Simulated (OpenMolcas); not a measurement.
## Te2+: effect of the IPEA shift

| Quantity | Value |
| --- | --- |
| Program | OpenMolcas 26.06 |
| Basis | ANO-RCC-VTZP [7s6p4d2f1g] |
| Scalar Hamiltonian | DKH2, point nucleus |
| Active space | 2 electrons in 3 orbitals (5p) |
| State averaging | 2S+1 = 3 even, 3 roots; 2S+1 = 1 even, 6 roots |
| Spin-orbit coupling | RASSI with atomic mean-field integrals over the reference wave functions, term energies averaged over their components |

Methods on the same reference wave functions:
A. CASSCF
B. SS-CASPT2, IPEA 0 Eh, imaginary shift 0.1 Eh (closed shells correlated: 4d 5s)
C. SS-CASPT2, IPEA 0.25 Eh, imaginary shift 0.1 Eh (closed shells correlated: 4d 5s)

Energies in cm⁻¹ above 5s² 5p² ³P₀, the measured ground level; measured values from the list in Zhang, Palmeri, Quinet and Biemont, Astron. Astrophys. 551, A136 (2013).

| Level | A | B | C | Measured |
| --- | --- | --- | --- | --- |
| 5s² 5p² ³P₀ | 0.0 | 0.0 | 0.0 | 0.0 |
| 5s² 5p² ³P₁ | 3867 | 4120 | 4130 | 4757 |
| 5s² 5p² ³P₂ | 7524 | 7460 | 7410 | 8167 |
| 5s² 5p² ¹D₂ | 18356 | 16620 | 16370 | 17360 |
| 5s² 5p² ¹S₀ | 34645 | 29840 | 29680 | 30398 |

Deviations, from unrounded energies. A percentage is the sum of absolute deviations over the sum of measured energies, with the sign that they share, or ± where signs differ.

| Against measurement | Levels | A | B | C |
| --- | --- | --- | --- | --- |
| mean absolute deviation (cm-1) | 4 | 1700 | 660 | 770 |
| fine structure of the ground term (%) | 2 | -11.9 | -10.4 | -10.7 |
| other terms of the ground configuration (%) | 2 | +11.0 | -2.7 | -3.6 |

B lies closest to measurement on these levels and A furthest from it. The largest miss of B in the table is 5s² 5p² ¹D₂, by -740 cm-1. The ranking rests on the paired levels alone, and a cruder setting can come out closer through cancelling errors.

Between B and C the level of the table that moves most is 5s² 5p² ¹D₂, by 260 cm-1 (lowest in C, highest in B). Moves below CASPT2's spread within the term are not significant.

The mean deviations of B to C differ by less than CASPT2's widest spread within a term (120 cm-1), so their order carries little weight.

From A to B the spin-free energies of the other terms of 5s² 5p² shown, above ³P, scale by factors of 0.79 to 0.80.

The lowest spin-free term lies below A's lowest term by 0.496 hartree in B, 0.488 hartree in C.

CASPT2 does not keep the components of a term degenerate, so their means are used; among the terms shown or strongly mixed into the levels shown the widest spread is 120 cm-1 (5s² 5p² ¹D, C). With the s shell closed, the reference lacks s² → p² mixing. Measured partners are found by configuration, term and J. A level has none where our copy of the source lacks it or the pairing is in doubt (some pairs that miss far off the trend of their configuration count as doubtful), and it then counts in no deviation. Only configurations of the active space appear.
